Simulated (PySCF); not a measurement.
**Fe⁺: excitation energy**

Fe⁺ [Ar] 3d6 4s1 (6D) → Fe⁺ [Ar] 3d6 4p1 (high-spin determinant), as a difference of total energies. Calculation: PySCF 2.14, in x2c-TZVPPall with one added diffuse shell each of s, p, d, f type (7s6p5d3f1g, 80 functions); the spin-free X2C one-electron Hamiltonian (Gaussian nucleus). Correlated levels: valence and next inner shell: [Ne] frozen. The calculations carry no spin-orbit coupling.

```csv
method,excitation energy (cm⁻¹)
UHF,36571
MP2 (valence and next inner shell),39442
SCS-MP2 (valence and next inner shell),38740
CCSD (valence and next inner shell),39026
CCSD(T) (valence and next inner shell),39093
```

The determinant of the upper state mixes LS terms, which raises its energy above the lowest term, most at the Hartree-Fock and MP2 levels.
